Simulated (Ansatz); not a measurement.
Two isomers of CH8BNOSi: A = `CB(N)O[SiH3]`, B = `BN[SiH2]CO`.

Program: Ansatz. Geometries: PBE0-D4/def2-TZVP. ΔE: electronic, gas phase. CCSD(T)/CBS adds triple-zeta CCSD(T) − MP2 to the extrapolated MP2 energy (def2 sets, frozen cores). Functionals use def2-TZVPP. Each species was taken in one conformer, which may not be the lowest.

(1) Which is lower in electronic energy at CCSD(T)/CBS, and by how much? (Estimate.)

(2) Give E(B) − E(A) in kcal/mol with CCSD/def2-TZVPP, r2SCAN-D4, MP2/def2-TZVPP, ωB97M-V, PBE-D4, CCSD(T)/def2-TZVPP, PBE0-D4. (Estimate.)

Largest T1 diagnostic: 0.012.

Answers

(1) Computed: A, by 67.4 kcal/mol.

(2) Computed: CCSD/def2-TZVPP 67.9, r2SCAN-D4 68.4, MP2/def2-TZVPP 68.8, ωB97M-V 67.1, PBE-D4 64.2, CCSD(T)/def2-TZVPP 67.3, PBE0-D4 66.3. None reverses the order clearly.

In def2-TZVPP, CCSD(T) changes the Hartree–Fock value by −3.2 kcal/mol (the triples alone add −0.6 kcal/mol) and MP2 by −1.6 kcal/mol. From PBE to PBE0 (25 % exact exchange), in def2-TZVPP and without D4, E(B) − E(A) moves by +2.0 kcal/mol.
